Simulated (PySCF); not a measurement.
**A survey of ¹⁵N NMR shifts**

- GFN2-xTB geometry
- GIAO PBE0/pcSseg-1 shieldings
- run in PySCF
- no solvent, one averaged value for each set of equivalent atoms, one computed conformer, non-relativistic

Shieldings were converted by a linear fit to measured shifts: ¹⁵N: δ = -148.07 − 0.921σ (rms 6.3 ppm, 71 shifts vs CH3NO2, solution or neat liquid). Occasional misses reach two or three times the rms, and more in compound classes unlike the fitted ones.

Task: Give the ¹⁵N shifts of `CN(C)C/P=C\C(F)(F)F`.

Result: 
```tsv
compound	environment	δ (ppm)
CN(C)C/P=C\C(F)(F)F	amine nitrogen	-366.6
```

Task: Match the shifts -106.6, -368.9, -393.2 ppm to `C[Si@](O)([SiH2]N)[SiH2][SiH3]`, `N#CC1(OC(F)(F)F)CC1`, `C/C=C/[P@](C)(=N)C(F)(F)F`.

Result: -106.6: N#CC1(OC(F)(F)F)CC1 (nitrile nitrogen); -368.9: C/C=C/[P@](C)(=N)C(F)(F)F (nitrogen bonded to P, H); -393.2: C[Si@](O)([SiH2]N)[SiH2][SiH3] (nitrogen bonded to Si, 2 H).
